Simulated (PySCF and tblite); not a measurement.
The numbers below are computed, except where a source is named.
**Ring inversion: stationary points, barriers and rates**

System: C6H6O, numbered as in [CH:1]1=[CH:2][CH:3]=[CH:4][O:5][CH:6]=[CH:7]1.

Motion: inversion of the 7-membered ring (1–2–3–4–5–6–7). The path came from a restrained scan, a climbing-image band and a saddle search at GFN2-xTB; energies are PBE0/pcSseg-1 + D3(BJ)//PBE0-D3(BJ)/def2-SVP, thermal terms GFN2-xTB. Rates follow Eyring's equation with the number of equivalent paths and no tunnelling. Programs: tblite and PySCF.

```csv
point,symmetry,E(GFN2) kcal/mol,E(DFT) kcal/mol,ZPE change kcal/mol,lowest mode cm⁻¹,dipole D
start,Cs,0.0,0.0,0.00,100,1.36
saddle,C2v,0.8,3.6,0.36,66i,0.36
end,Cs,0.0,0.0,0.00,99,1.36
```

| Quantity | Value |
| --- | --- |
| Electronic barrier | 3.6 kcal/mol |
| Barrier with zero-point energy | 4.0 kcal/mol |
| ΔH‡ (298 K) | 3.5 kcal/mol |
| ΔS‡ (298 K, symmetry apart) | -3.2 cal/(mol K) |
| Paths | 1 equivalent path |
| End point | the same structure with atoms interchanged, or its mirror image |
| Mean lifetime of the start against this motion at 298 K | 280 ps |
| Cost | 2 min on 1 thread of Intel Xeon @ 2.60GHz, shared host (rough), peak memory 0.74 GiB, launched as `OMP_NUM_THREADS=1 python ens_run.py task.json out` |

```csv
T/K,ΔG‡ kcal/mol,k s⁻¹
150,4.1,3.5×10⁶
200,4.2,1.1×10⁸
250,4.3,9.2×10⁸
298,4.4,3.6×10⁹
350,4.6,1×10¹⁰
400,4.7,2.2×10¹⁰
500,5.1,6.3×10¹⁰
```

ΔG and ΔG‡ leave out symmetry numbers and mirror images; rates count paths: 1 out.
